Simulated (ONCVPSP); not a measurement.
u(r) = r·R(r): atom against pseudo-atom (Ge (Z = 32))

Columns: radius, all-electron u(r) and pseudo u(r) of the 4s shell (level -11.74 eV) of germanium in the configuration [Ar] 3d10 4s2 4p2; PBEsol, scalar-relativistic, ONCV scheme, ONCVPSP 4.0.1.

| r (bohr) | all-electron | pseudo |
| --- | --- | --- |
| 0.093 | 0.1348 | 0.0167 |
| 0.185 | 0.1665 | 0.0364 |
| 0.278 | -0.0802 | 0.0608 |
| 0.370 | -0.2801 | 0.0892 |
| 0.463 | -0.3481 | 0.1221 |
| 0.555 | -0.3032 | 0.1604 |
| 0.648 | -0.1896 | 0.2067 |
| 0.740 | -0.0463 | 0.2600 |
| 0.833 | 0.1046 | 0.3191 |
| 0.925 | 0.2456 | 0.3792 |
| 1.018 | 0.3720 | 0.4401 |
| 1.110 | 0.4780 | 0.5011 |
| 1.203 | 0.5654 | 0.5639 |
| 1.295 | 0.6332 | 0.6243 |
| 1.388 | 0.6846 | 0.6779 |
| 1.480 | 0.7205 | 0.7179 |
| 1.573 | 0.7437 | 0.7433 |
| 1.665 | 0.7557 | 0.7556 |
| 1.758 | 0.7584 | 0.7583 |
| 1.850 | 0.7533 | 0.7533 |
| 1.943 | 0.7419 | 0.7419 |
| 2.035 | 0.7255 | 0.7255 |
| 2.128 | 0.7050 | 0.7050 |
| 2.220 | 0.6817 | 0.6817 |
| 2.313 | 0.6559 | 0.6559 |
| 2.405 | 0.6288 | 0.6288 |

(1) How many radial nodes do the two functions have?

(2) At about which radius was the pseudo-wave matched?

(3) Is the pseudo-wave norm-conserving?

Answers

(1) The all-electron 4s function has n − l − 1 = 3 (the table is too coarse to show those close to the nucleus); the pseudo-wave has 0, since the states of the same l below it are removed with the core.

(2) 1.70 bohr. The columns agree to 0.0005 from 1.57 bohr on; several derivatives are matched, so the curves merge somewhat inside the radius.

(3) Yes: the ONCV scheme keeps the norm inside the radius equal to the all-electron one, which fixes the energy derivative of the logarithmic derivative at the level.
